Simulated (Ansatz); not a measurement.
Cost and result up the ladder for ScCl3 (4 atoms). Total charge 0; singlet. Geometry: r2SCAN-D4/def2-SVP.

```tsv
atom	x (Å)	y (Å)	z (Å)
Sc1	0.0014	-0.0012	-0.0034
Cl2	1.7286	-1.4054	0.4327
Cl3	-2.1317	-0.6827	0.3584
Cl4	0.4017	2.0893	-0.7877
```

Ansatz on 2 threads of Arm Neoverse V1 on a shared host. Times are rough, and most runs start from the orbitals of an earlier one. ωB97M-V/def2-TZVP serves as the yardstick here, not as an exact answer. Differences are given only for rows in sets of like size (and for xTB, whose basis is part of the method), since another set adds its own error. Binding counts from free atoms at the same level (Sc doublet, Cl doublet; other spins of the atoms weren't run), without zero-point energy or a counterpoise term.

The 6-31G sets use Cartesian d functions. B3LYP takes the VWN-RPA correlation. Correlated methods freeze 20 core orbitals; core or outer-core shells of Sc are correlated, in sets that lack core-valence functions. The structure comes from a short search, and lower isomers may exist.

Correlated methods converge slowly with the basis (MP2 moves by 0.11 eV from def2-TZVP to def2-QZVPP here).

| level | functions | binding energy per atom (eV) | difference from ωB97M-V/def2-TZVP (eV) |
| --- | --- | --- | --- |
| ωB97X-V/def2-TZVP | 156 | 3.75 | 0.05 |
| PBE0-D4/def2-QZVPP | 303 | 3.76 | – |
| PBE0-D4/def2-TZVPD | 186 | 3.75 | 0.05 |
| MP2/def2-QZVPP | 303 | 3.92 | – |
| B3LYP-D4/def2-TZVP | 156 | 3.67 | -0.03 |
| MP2/def2-TZVP | 156 | 3.81 | 0.11 |
| PBE0-D4/def2-SVP | 85 | 3.77 | – |
| HF/6-31G | 68 | 2.60 | – |
| CCSD(T)/def2-TZVPP | 190 | 3.68 | -0.02 |
| HF/STO-3G | 45 | 4.43 | – |
| BHLYP-D4/def2-TZVP | 156 | 3.52 | -0.18 |
| LDA (SPW92)/def2-TZVP | 156 | 4.26 | 0.57 |
| r2SCAN0-D4/def2-TZVP | 156 | 3.73 | 0.04 |
| ωB97M-V/def2-TZVP | 156 | 3.70 | 0.00 |

Problem. Estimate how long each takes.

Solution. HF/STO-3G 0.25 s; HF/6-31G 0.75 s; LDA (SPW92)/def2-TZVP 1.5 s; PBE0-D4/def2-SVP 2.3 s; MP2/def2-TZVP 2.8 s; B3LYP-D4/def2-TZVP 4.5 s; BHLYP-D4/def2-TZVP 4.7 s; PBE0-D4/def2-TZVPD 7 s; r2SCAN0-D4/def2-TZVP 9 s; PBE0-D4/def2-QZVPP 12 s; ωB97X-V/def2-TZVP 13 s; MP2/def2-QZVPP 15 s; ωB97M-V/def2-TZVP 15 s; CCSD(T)/def2-TZVPP 1.7 min. On shared hardware such times vary by a factor of up to 3.
